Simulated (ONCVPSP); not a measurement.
An all-electron radial function and its pseudo partner (lithium (Li))

Columns: radius, all-electron u(r) and pseudo u(r) of the 1s shell (level -51.85 eV) of lithium in the configuration 1s2 2s1; PBE, scalar-relativistic, ONCV scheme, ONCVPSP 4.0.1.

```tsv
r (bohr)	all-electron	pseudo
0.050	0.4004	0.2404
0.100	0.6895	0.4706
0.150	0.8923	0.6813
0.200	1.0288	0.8641
0.250	1.1142	1.0129
0.300	1.1603	1.1234
0.350	1.1772	1.1960
0.400	1.1719	1.2319
0.450	1.1504	1.2362
0.500	1.1170	1.2134
0.550	1.0753	1.1696
0.600	1.0280	1.1106
0.650	0.9771	1.0419
0.700	0.9243	0.9694
0.750	0.8709	0.8979
0.800	0.8178	0.8310
0.850	0.7656	0.7705
0.900	0.7150	0.7161
0.950	0.6663	0.6663
1.000	0.6197	0.6196
1.050	0.5753	0.5753
1.100	0.5333	0.5333
1.150	0.4937	0.4937
1.200	0.4565	0.4565
1.250	0.4216	0.4216
1.300	0.3890	0.3890
```

Q: How many radial nodes do the two functions have?

A: The all-electron 1s function has n − l − 1 = 0; the pseudo-wave has 0.

Q: At about which radius was the pseudo-wave matched?

A: 1.00 bohr, where the columns begin to agree (steps of 0.05 bohr).

Q: Where does each function peak?

A: Outermost all-electron maximum near 0.35 bohr, pseudo maximum near 0.45 bohr (to the table’s step).

Q: Is the pseudo-wave norm-conserving?

A: Yes: the ONCV scheme keeps the norm inside the radius equal to the all-electron one, which fixes the energy derivative of the logarithmic derivative at the level.
